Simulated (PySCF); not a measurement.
# Excitation energy of Ta²⁺ by level of theory

Ta²⁺ [Xe] 4f14 5d3 (4F) → Ta²⁺ [Xe] 4f14 5d2 6p1 (high-spin determinant), as a difference of total energies. All numbers are calculated (PySCF 2.14, scalar relativity through the core potential, in aug-cc-pwCVDZ-PP with ECP60MDF (6s6p5d3f, 70 functions)). Correlated levels: valence: 5s2 5p6 frozen; valence and next inner shell: nothing frozen outside the core potential. The calculations carry no spin-orbit coupling.

| method | excitation energy (eV) |
| --- | --- |
| UHF | 6.732 |
| LDA | 6.792 |
| PBE | 6.788 |
| PBE0 | 6.919 |
| r2SCAN | 6.911 |
| wB97X-V | 6.922 |
| CAM-B3LYP | 6.884 |
| PW91 | 6.799 |
| r2SCANh | 6.954 |
| MP2 (valence) | 6.807 |
| SCS-MP2 (valence) | 6.757 |
| MP2 (valence and next inner shell) | 6.810 |
| SCS-MP2 (valence and next inner shell) | 6.789 |

Task: How much does correlation contribute at MP2 (valence and next inner shell)?

Result: 6.810 − (6.732) = 0.078 eV, measured against UHF.

The determinant of the upper state mixes LS terms, which raises its energy above the lowest term, most at the Hartree-Fock and MP2 levels.
